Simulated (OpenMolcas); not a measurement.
## C2+: CASPT2 settings compared

| Quantity | Value |
| --- | --- |
| Program | OpenMolcas 26.06 |
| Basis | ANO-RCC-VTZP [4s3p2d1f] |
| Scalar Hamiltonian | DKH3, point nucleus |
| Active space | 2 electrons in 8 orbitals (2s 2p 3s 3p) |
| State averaging | 2S+1 = 3 even, 3 roots (0 in the spin-orbit step); 2S+1 = 1 even, 1 root; 2S+1 = 3 odd, 3 roots; 2S+1 = 1 odd, 3 roots |
| Spin-orbit coupling | state interaction with AMFI integrals over the reference wave functions, term energies averaged over their components |

Methods on the same reference wave functions:
A. CASSCF
B. SS-CASPT2, IPEA 0.3 Eh, imaginary shift 0.25 Eh (closed shells correlated: 1s)
C. XMS-CASPT2, IPEA 0.6 Eh, imaginary shift 0.25 Eh (closed shells correlated: 1s)
D. XMS-CASPT2, IPEA 0.75 Eh, sigma1 regulariser 0.1 Eh (closed shells correlated: 1s)

Energies in cm⁻¹ above 2s² ¹S₀, the measured ground level; measured values from Moore, Selected Tables of Atomic Spectra, NSRDS-NBS 3, section 3.

```
     Level      A      B      C      D  Measured
   2s² ¹S₀    0.0    0.0    0.0    0.0       0.0
2s 2p ³P°₀  53709  52466  52374  52380     52367
2s 2p ³P°₁  53736  52492  52401  52407     52391
2s 2p ³P°₂  53789  52546  52455  52461     52447
```

Deviations, from unrounded energies. A percentage is the sum of absolute deviations over the sum of measured energies, with the sign that they share, or ± where signs differ.

```tsv
Against measurement	Levels	A	B	C	D
mean absolute deviation (cm-1)	3	1300	100	8.6	14
other configurations (%)	3	+2.6	+0.2	+0.0	+0.0
```

C lies closest to measurement on these levels and A furthest from it. The largest miss of C in the table is 2s 2p ³P°₁, by +11 cm-1. The ranking rests on the paired levels alone, and a cruder setting can come out closer through cancelling errors.

Among B to D the level of the table that moves most is 2s 2p ³P°₁, by 91 cm-1 (lowest in C, highest in B).

The lowest spin-free term lies below A's lowest term by 0.005 hartree in B, 0.005 hartree in C, 0.005 hartree in D.

Active for correlation alone: 3p 3s; no level in the range computed is led by a configuration that fills them, so any true level of that kind is missing. Computed and measured levels are paired by configuration, term and J; levels that our copy of the source lacks, or whose pairing is in doubt (as where it misses far off the trend of its configuration), stay unpaired and out of the deviations. Levels of configurations outside the active space are missing. Levels that lie high or do not pair safely by name in every column are left out.

° marks odd parity.
